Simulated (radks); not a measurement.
Values are calculated unless marked as measured or tabulated.
Gd18+, configuration [Kr] 4d10. Code: a radial shooting solver on a logarithmic mesh with Libxc functionals. Model: non-relativistic Kohn-Sham, TPSS, spin-polarised, spherical densities, point nucleus; meta-GGA in the generalised Kohn-Sham scheme; relativity is left out, which matters for an element this heavy.

Unscreened Slater integrals over Kohn-Sham orbitals (hartree). They are taken over the spin-up orbitals.

| integral | value |
|---|---|
| F0(4d,4d) | 1.5386 |
| F2(4d,4d) | 0.79125 |
| F4(4d,4d) | 0.53541 |
| F0(4d,4p) | 1.5524 |
| F2(4d,4p) | 0.80530 |
| G1(4d,4p) | 1.0103 |
| G3(4d,4p) | 0.64259 |
| F0(4d,4s) | 1.5618 |
| G2(4d,4s) | 0.78439 |
| F0(4p,4p) | 1.5694 |
| F2(4p,4p) | 0.82802 |
| F0(4p,4s) | 1.5789 |
| G1(4p,4s) | 1.0787 |
| F0(4s,4s) | 1.5892 |
